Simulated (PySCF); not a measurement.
Species: BrCl.
SMILES with atom numbers: `[Cl:1][Br:2]`

Cartesian coordinates in Å at the BHandHLYP/cc-pVDZ level; atoms count from 1:
```xyz
2
BrCl angstrom
Cl     1.0847   -0.0100   -0.0047
Br    -1.0777   -0.0010   -0.0155
```

Level of theory: BHandHLYP/cc-pVDZ geometry optimisation, gas phase in PySCF 2.14.0.

Masses are those of the commonest isotopes; rigid-rotor values at the optimised geometry. 

(1) What are the moment of inertia and the rotational constant?

(2) List the first levels of a rigid rotor in a Σ state.

(3) Where do the first rotational lines fall?

(4) Estimate the classical rotational partition function at 100 K, 200 K and 500 K.

Results:

(1) I = 113.317 u·Å², B = 505379 MHz·u·Å²/I = 4460 MHz (0.1488 cm⁻¹, or 0.214 K as hB/k). For two atoms I = μr² with μ = 24.2317 u and r = 2.1625 Å.

(2) E(J) = BJ(J+1): J = 1: 0.298, J = 2: 0.893, J = 3: 1.785, J = 4: 2.975, J = 5: 4.463, J = 6: 6.248 cm⁻¹.

(3) The dipole is 0.62 D; J+1 ← J lies at 2B(J+1): 1 ← 0 at 8.92 GHz, 2 ← 1 at 17.84 GHz, 3 ← 2 at 26.76 GHz, 4 ← 3 at 35.68 GHz, 5 ← 4 at 44.60 GHz, 6 ← 5 at 53.52 GHz.

(4) Point group C∞v, symmetry number σ = 1; q = kT/(σhB), k/h = 20836.6 MHz/K: 467 at 100 K, 934 at 200 K, 2340 at 500 K.

Stationary, but not proved a minimum. Constants of a rigid frame at the computed geometry: no zero-point averaging, no centrifugal distortion.

Time: 2.2 s; peak memory 0.28 GiB. Hardware: an Intel Xeon Platinum 8375C at 2.90 GHz with one thread, shared host. This is the geometry optimisation.
